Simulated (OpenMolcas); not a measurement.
Mo3+: ligand-field states by method

Mo3+ with 6 ligands (oxide) in octahedral coordination (Oh) at 2.13 Å. A charge of +1.5 e stands 2.4 Å behind each ligand. Ligand basis ANO-RCC-VDZP.

```
Program             : OpenMolcas 26.06
Basis               : ANO-RCC-VTZP [7s6p4d2f1g]
Scalar Hamiltonian  : DKH2, point nucleus
Active space        : 3 electrons in 5 orbitals (4d)
State averaging     : 2S+1 = 4 even, 10 roots; 2S+1 = 2 even, 40 roots
Spin-orbit coupling : RASSI with atomic mean-field integrals over the reference wave functions
```

I. CASSCF
II. SS-CASPT2, IPEA 0.25 Eh, imaginary shift 0.1 Eh (closed shells correlated: 4s 4p and the ligand valence shells)

Spin-free states (labels of O, the rotations of Oh) in cm-1, each column counted from its own energy of the first state listed:

| State | Degeneracy | I | II |
| --- | --- | --- | --- |
| 4A2 | 1 | 0 | 0 |
| 4T2 | 3 | 12203 | 11050 |
| 2E | 2 | 14709 | 10420 |
| 2T1 | 3 | 15238 | 10530 |
| 4T1 | 3 | 18027 | 14740 |
| 2T2 | 3 | 20839 | 15040 |
| 2A1 | 1 | 23895 | 18200 |
| 2T2 | 3 | 24092 | 18270 |
| 2T1 | 3 | 25585 | 19750 |
| 2E | 2 | 27804 | 21120 |
| 2T1 | 3 | 28543 | 20790 |
| 4T1 | 3 | 29887 | 24940 |
| 2T2 | 3 | 34218 | 25530 |
| 2A2 | 1 | 35552 | 25700 |
| 2T1 | 3 | 37699 | 30190 |
| 2T2 | 3 | 38489 | 29180 |
| 2T1 | 3 | 43442 | 33620 |
| 2E | 2 | 44102 | 31580 |
| 2T2 | 3 | 53817 | 41020 |
| 2E | 2 | 58154 | 44340 |

From I to II, I's first state of the same spin (4T2) moves from 12203 to 11050 cm-1, by about -1100 cm-1.

From I to II, I's first state of another spin (2E) moves from 14709 to 10420 cm-1, by about -4300 cm-1.

χT at 300 K: I 1.68, II 1.65 cm3 K/mol.

Roots that are degenerate in the reference are averaged as groups; the widest CASPT2 spread within a group is 55 cm-1 (the 3-fold group of multiplicity 2 near 19800 cm-1 above the lowest state of its run, II). Shifts and gaps below about the spread of the groups concerned are not significant. Over all roots computed the reference weight is 0.60 to 0.62 in II; a low but even weight reflects the number of correlated electrons. The least metal-like active orbital is 78 % on the metal (Löwdin) and no ligand orbital is active, so the numbers are rough. The oxide ions are held by bare point charges, a crude embedding. Ligand-to-metal charge-transfer states are missing. With no ligand orbital active B as a rule stays too high, so bands that hang on it stand too high and its fall with covalency is understated. Without dynamic correlation the repulsion within the d shell is too large (B by tens of per cent), so at a given field states of lower spin stand too high (holds for I). With metal d orbitals alone the field can be off either way by tens of per cent (holds for I). These CASPT2 states fit no ligand-field parameters well, so their order and spin gaps are uncertain (holds for II). With one d shell and no ligand orbital active, 10Dq can be off by a tenth or more (holds for II). The distance lies 3 % over the 2.07 Å that this model takes as the normal distance (a Shannon-type radius plus a fixed donor radius); by an R⁻⁵ law this alone changes a d-shell field by about -13 %. No measured value stands beside these numbers; the geometry was imposed, not optimised, and the real ion may take another.
